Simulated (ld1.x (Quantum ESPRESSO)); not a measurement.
# What one change does to a pseudopotential (cadmium (Cd), TM)

ld1.x (Quantum ESPRESSO) 7.5 input, shortened:

```
&input
   title='Cd', zed=48., rel=2, dft='PZ', iswitch=3,
   config='[Kr] 4d10 5s1 5p0', rel_dist='average'
 /
 &inputp
   pseudotype=2, tm=.true., lloc=0,
   nlcc=.true., new_core_ps=.true.
 /
3
4P  2  1   6.00   0.00  0.85  0.85  0.0
4D  3  2  10.00   0.00  1.80  1.80  0.0
5S  1  0   1.00   0.00  1.70  1.70  0.0
 &test
   configts(1)='4p6 4d10 5s1 5p0'
 /
```

Open shells are filled in proportion to 2j + 1 (rel_dist='average').

Change: wave 4p (bound): rc 0.85 bohr becomes 4p (bound): rc 0.74 bohr.

Cutoffs: the cutoffs (Ry, on a coarse ladder) from which the occupation-weighted sum of valence levels, in a spherical-Bessel basis at the reference potential, stays within 10 and 1 mRy of its value at 400 Ry; they do not see the model core or the augmentation charge, which bear on the density cutoff. Errors are all-electron minus pseudo energies relative to the spin-unpolarised reference configuration.

How do hardness, ghosts and transferability respond?

The errors of the 7 common tests hardly move; neither file shows a bound ghost at the reference potential, the only one tested.

```csv
quantity,base,changed
"cutoff, loose",180 Ry,over 300 Ry
"cutoff, tight",over 300 Ry,over 300 Ry
loose cutoff by channel (10 mRy a level),"p 140 Ry, d 55 Ry, s 25 Ry","p 230 Ry, d 55 Ry, s 25 Ry"
bound ghosts,none,none
"error for 4p6 4d10 5s2 5p0, meV [ΔE -9.63 eV]",+0.4,+0.4
"error for 4p6 4d10 5s0 5p0, meV [ΔE 17.52 eV]",-4.9,-4.8
"error for 4p6 4d9 5s0 5p0, meV [ΔE 55.77 eV]",-117,-117
"error for 4p6 4d9 5s2 5p1, meV [ΔE 2.96 eV]",-904,-903
"error for 4p6 4d8 5s0 5p0, meV [ΔE 110.05 eV]",-497,-496
"error for 4p6 4d10 5s1.5 5p0, meV [ΔE -5.75 eV]",-0.1,-0.1
"error for 4p5 4d10 5s2 5p0, meV [ΔE 64.75 eV]",-255,-259
s: phases at 1.96 bohr within 0.05 rad from the reference energy up to (Ry; the scan ends near 5),-0.2,-0.2
p1/2: phases at 1.96 bohr within 0.05 rad from the reference energy up to (Ry; the scan ends near 5),-2.5,-2.5
p3/2: phases at 1.96 bohr within 0.05 rad from the reference energy up to (Ry; the scan ends near 5),-2.2,-2.2
d3/2: phases at 1.96 bohr within 0.05 rad from the reference energy up to (Ry; the scan ends near 5),0.8,0.8
d5/2: phases at 1.96 bohr within 0.05 rad from the reference energy up to (Ry; the scan ends near 5),0.8,0.8
```

Base: These tests converged, but a pseudo level misses the all-electron one widely, so the file describes the atom poorly there or has found another state: 4p6 4d9 5s0 5p0: empty 5p by 2.8 eV; 4p6 4d8 5s0 5p0: empty 5p by 4.0 eV. Changed file: These tests converged, but a pseudo level misses the all-electron one widely, so the file describes the atom poorly there or has found another state: 4p6 4d9 5s0 5p0: empty 5p by 2.8 eV; 4p6 4d8 5s0 5p0: empty 5p by 4.0 eV.
